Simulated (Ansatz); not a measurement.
Reaction (ligand exchange at a B–C bond): `B[CH](C)[ZnH]` + `[OH][GeH3]` → `B[O][GeH3]` + `C[CH2][ZnH]`

Isolated molecules relaxed with PBE0-D4/def2-TZVP in Ansatz; ΔE leaves out vibrations. CBS: MP2 limit from def2 TZ/QZ plus the TZ coupled-cluster correction, frozen cores. DFT in def2-TZVPP. For Ge, Zn outer-core shells are correlated without core-valence functions, which leaves a few kJ/mol of doubt a bond. Scalar relativity is left out up to krypton.

```csv
species,r2SCAN-D4 energy (Eh)
`B[CH](C)[ZnH]`,-1884.59395
`[OH][GeH3]`,-2154.62711
`B[O][GeH3]`,-2180.09542
`C[CH2][ZnH]`,-1859.15689
```

Task: Work out ΔE.

Result: ΔE = (-2180.09542) + (-1859.15689) − (-1884.59395) − (-2154.62711) = -0.03125 Eh = -0.85 eV. CCSD(T)/CBS gives -0.88 eV.

Largest T1 diagnostic among the species: 0.014.

In def2-TZVPP, CCSD(T) changes the Hartree–Fock value by +0.25 eV (the triples alone add +0.04 eV) and MP2 by +0.26 eV. The D4 term adds +0.03 eV with B3LYP and +0.02 eV with PBE0; it sums over pairs of atoms, weighted by their polarisabilities, and B3LYP, whose exchange is more repulsive, gets the larger term.

B3LYP here is the variant with VWN-RPA as its local correlation; programs differ in this.
